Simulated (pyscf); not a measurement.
**`[NH2][Si](=[O])[Cl]`, singlet**

Gas-phase minimum from PySCF at ωB97X-D3(BJ)/def2-SVP, one conformer. 

```xyz
6

N     -0.2508     0.4144     0.1269
Si    -1.5456    -0.6277    -0.1146
O     -1.6105    -2.1298     0.1225
Cl    -3.0758     0.5222    -0.8091
H      0.6432     0.0843     0.4742
H     -0.2887     1.4101    -0.0570
```

Bonds (Å): N1–Si2 1.679, N1–H5 1.014, N1–H6 1.013, Si2–O3 1.522, Si2–Cl4 2.036. Angles (°): Si2–N1–H5 121.8, Si2–N1–H6 123.7, H5–N1–H6 114.5, N1–Si2–O3 128.5, N1–Si2–Cl4 106.1, O3–Si2–Cl4 125.3.

Properties at ωB97X-D3(BJ)/def2-SVP:

| Quantity | Value |
|---|---|
| Harmonic wavenumbers, unscaled | 245, 286, 328, 414, 462, 552, 816, 926, 1307, 1530, 3631, 3741 cm⁻¹ |
| Zero-point energy | 20.4 kcal/mol |
| Rotational symmetry number | 1 |
| Entropy of this conformer at 298 K and 1 atm, rigid rotor and harmonic oscillator, modes under 100 cm⁻¹ raised to 100 | 304.2 J/(mol K) |
| Dipole moment | 4.71 D |

Single-point totals, which compare only within one level (frozen core for MP2 and CC):

| level | total energy (hartree) |
|---|---|
| ωB97X-D3(BJ)/def2-TZVP | -881.11018 |
| PBE/def2-TZVP | -880.58227 |
| r²SCAN/def2-TZVP | -880.93924 |
| B3LYP-D3(BJ)/def2-TZVP | -881.10224 |
| PBE0-D3(BJ)/def2-TZVP | -880.64518 |
| M06-2X/def2-TZVP | -880.97351 |
| ωB97M-D3(BJ)/def2-TZVP | -881.18537 |
| HF/def2-TZVPP | -879.09348 |
| MP2/def2-TZVPP | -879.84184 |
| CCSD/def2-TZVPP | -879.86152 |
| CCSD(T)/def2-TZVPP | -879.89501 |

The CCSD(T) − MP2 part came from Ansatz, without density fitting, on the same reference.
